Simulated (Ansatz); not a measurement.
Two members of one family (Oligo(thiophene), aryl ends), computed with Ansatz in the gas phase. Binding counts from free atoms in the multiplicity of their measured ground term, without zero-point energy. Sets without diffuse functions give affinities that are too small. A dash marks a value that wasn't run or was left out as unsound. The structures are stationary points that may keep the symmetry of their start. Remarks come from the PBE and PBE0 runs and from stability tests at other levels; not every state was tested. A HOMO above zero means that the electron is unbound at that level and held by the basis, or that self-interaction error raises the level; the energy of removing that electron tells which.

First: COc1ccc(-c2ccc(-c3ccc(-c4ccc(-c5ccc(C(F)=C(F)F)cc5)s4)s3)s2)cc1 (singlet, charge 0, PBE-D4/def2-SVP geometry).

Cartesian coordinates in Å:
```
C -2.515 8.409 7.678
O -1.466 8.132 6.770
C -1.593 7.062 5.941
C -0.523 6.836 5.047
C -0.564 5.767 4.156
C -1.665 4.873 4.118
C -1.713 3.749 3.187
C -2.796 2.948 2.825
C -2.474 1.940 1.885
C -1.131 1.946 1.503
C -0.439 1.083 0.578
C 0.850 1.203 0.054
C 1.198 0.157 -0.831
C 0.185 -0.788 -1.005
C 0.178 -1.979 -1.815
C -0.875 -2.853 -2.095
C -0.504 -3.935 -2.927
C 0.839 -3.917 -3.307
C 1.571 -4.858 -4.148
C 1.012 -6.115 -4.492
C 1.699 -7.027 -5.291
C 2.993 -6.726 -5.788
C 3.773 -7.632 -6.625
F 4.992 -7.182 -7.010
C 3.451 -8.871 -7.077
F 2.307 -9.493 -6.818
F 4.250 -9.602 -7.834
C 3.558 -5.473 -5.446
C 2.862 -4.565 -4.650
S 1.643 -2.530 -2.598
S -1.212 -0.365 -0.033
S -0.271 3.218 2.346
C -2.724 5.112 5.025
C -2.700 6.187 5.921
H -2.213 9.311 8.241
H -2.674 7.573 8.396
H -3.475 8.615 7.154
H 0.331 7.528 5.070
H 0.275 5.623 3.457
H -3.810 3.108 3.215
H -3.203 1.231 1.470
H 1.510 2.045 0.302
H 2.164 0.089 -1.352
H -1.893 -2.694 -1.711
H -1.207 -4.707 -3.265
H 0.020 -6.392 -4.107
H 1.226 -7.989 -5.525
H 4.557 -5.215 -5.823
H 3.327 -3.594 -4.418
H -3.586 4.429 5.045
H -3.543 6.327 6.609
```

```tsv
level	HOMO (eV)	LUMO (eV)	gap (eV)	vertical IE (eV)	vertical EA (eV)	vertical triplet (eV)	binding per atom (eV)
PBE-D4/def2-SVP	-4.47	-2.75	1.72	5.93	1.36	1.60	5.46
r2SCAN-D4/def2-SVP	-4.65	-2.80	1.85	–	–	–	5.25
PBE0-D4/def2-SVP	-5.27	-2.26	3.01	6.29	1.31	1.82	5.31
```

Remarks: HOMO above zero (-1 doublet).

Second: COc1ccc(-c2ccc(-c3ccc(-c4ccc(-c5ccc(-c6ccc(C(F)=C(F)F)cc6)s5)s4)s3)s2)cc1 (singlet, charge 0, PBE-D4/def2-SVP geometry).

Cartesian coordinates in Å:
```
C 3.798 -8.822 -9.268
O 4.302 -8.971 -7.954
C 3.915 -8.076 -7.008
C 4.452 -8.265 -5.715
C 4.117 -7.400 -4.677
C 3.227 -6.312 -4.877
C 2.875 -5.418 -3.776
C 3.174 -5.533 -2.417
C 2.662 -4.476 -1.628
C 1.957 -3.522 -2.363
C 1.294 -2.327 -1.910
C 0.566 -1.387 -2.643
C 0.046 -0.334 -1.855
C 0.362 -0.443 -0.500
C 0.007 0.426 0.592
C 0.362 0.341 1.941
C -0.179 1.377 2.734
C -0.963 2.282 2.014
C -1.669 3.446 2.478
C -2.412 4.380 1.749
C -2.974 5.400 2.550
C -2.680 5.279 3.908
C -3.084 6.134 5.018
C -4.015 7.188 4.827
C -4.411 8.014 5.876
C -3.894 7.826 7.184
C -4.264 8.649 8.331
F -3.678 8.325 9.509
C -5.120 9.702 8.388
F -5.377 10.373 9.496
F -5.795 10.180 7.350
C -2.966 6.775 7.383
C -2.572 5.955 6.327
S -1.688 3.858 4.180
S -1.022 1.820 0.323
S 1.324 -1.882 -0.214
S 1.948 -3.958 -4.061
C 2.702 -6.140 -6.177
C 3.033 -6.998 -7.232
H 4.236 -9.643 -9.866
H 2.689 -8.906 -9.299
H 4.095 -7.849 -9.719
H 5.143 -9.105 -5.555
H 4.562 -7.567 -3.684
H 3.740 -6.376 -2.001
H 2.793 -4.406 -0.539
H 0.419 -1.471 -3.729
H -0.550 0.496 -2.259
H 1.007 -0.459 2.332
H -0.004 1.477 3.815
H -2.531 4.319 0.659
H -3.577 6.222 2.141
H -4.449 7.358 3.831
H -5.136 8.813 5.677
H -2.549 6.611 8.385
H -1.841 5.155 6.520
H 2.000 -5.313 -6.373
H 2.595 -6.821 -8.223
```

Estimate the same table for the second.


```tsv
level	HOMO (eV)	LUMO (eV)	gap (eV)	vertical IE (eV)	vertical EA (eV)	vertical triplet (eV)	binding per atom (eV)
PBE-D4/def2-SVP	-4.40	-2.86	1.55	5.76	1.58	1.45	5.48
r2SCAN-D4/def2-SVP	-4.58	-2.92	1.66	–	–	–	5.27
PBE0-D4/def2-SVP	-5.17	-2.39	2.78	6.12	1.52	1.69	5.33
```
